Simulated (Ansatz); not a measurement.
BH4OSb, SMILES `O[BH][SbH2]`, relaxed with RKS PBE0-D4/def2-TZVP in Ansatz from a PBE-D4/def2-SVP geometry. The force threshold is 0.005 eV/Å; the program also tests the step.

Charge 0, multiplicity 1. Sb takes the def2 core potential.

Start:

```xyz
7

O    -0.101    0.407   -1.650
B    -0.598   -0.326   -0.626
Sb    0.549   -0.803    1.298
H     0.784    0.774   -1.462
H    -1.714   -0.789   -0.793
H     1.634    0.537    1.049
H    -0.554    0.200    2.184
```

```json
{"step": "1", "energy (eV)": "-9324.8966", "largest force (eV/Å)": "0.612", "largest move (Å)": "0.000"}
{"step": "2", "energy (eV)": "-9324.9099", "largest force (eV/Å)": "0.332", "largest move (Å)": "0.050"}
{"step": "3", "energy (eV)": "-9324.9166", "largest force (eV/Å)": "0.306", "largest move (Å)": "0.051"}
{"step": "4", "energy (eV)": "-9324.9186", "largest force (eV/Å)": "0.455", "largest move (Å)": "0.048"}
{"step": "5", "energy (eV)": "-9324.9233", "largest force (eV/Å)": "0.052", "largest move (Å)": "0.019"}
{"step": "6", "energy (eV)": "-9324.9235", "largest force (eV/Å)": "0.023", "largest move (Å)": "0.006"}
{"step": "7", "energy (eV)": "-9324.9236", "largest force (eV/Å)": "0.009", "largest move (Å)": "0.010"}
{"step": "8", "energy (eV)": "-9324.9236", "largest force (eV/Å)": "0.013", "largest move (Å)": "0.009"}
{"step": "9", "energy (eV)": "-9324.9236", "largest force (eV/Å)": "0.007", "largest move (Å)": "0.006"}
{"step": "10", "energy (eV)": "-9324.9236", "largest force (eV/Å)": "0.001", "largest move (Å)": "0.002"}
```

End:

```xyz
7

O    -0.092    0.393   -1.648
B    -0.597   -0.317   -0.623
Sb    0.545   -0.778    1.278
H     0.784    0.754   -1.487
H    -1.700   -0.761   -0.772
H     1.611    0.547    1.063
H    -0.551    0.162    2.187
```

It took 26 s on 2 threads of an Arm Neoverse V1 on a shared host, with 0.26 GiB of host memory at the peak.
